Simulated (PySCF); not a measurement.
# H₅GaNSi, SMILES `[NH2][Ga][SiH3]` (charge 0, multiplicity 2)

Level of theory: PySCF with r2SCAN-D4/def2-TZVP.

- highest occupied spin orbital: -4.73 eV
- dipole moment: 1.24 D
- total energy: -2272.0520 Ha
- cost: roughly 16 core-minutes

```xyz
8

N     -2.0424    -0.2587    -0.5489
Ga    -0.3480    -0.7078    -1.0746
Si     1.5002     0.1130     0.3004
H     -2.8822    -0.5378    -1.0317
H     -2.2538     0.3001     0.2653
H      2.4171     0.9231    -0.5461
H      1.0765     0.9504     1.4605
H      2.2716    -1.0470     0.8233
```
Charge 0, spin multiplicity 2.
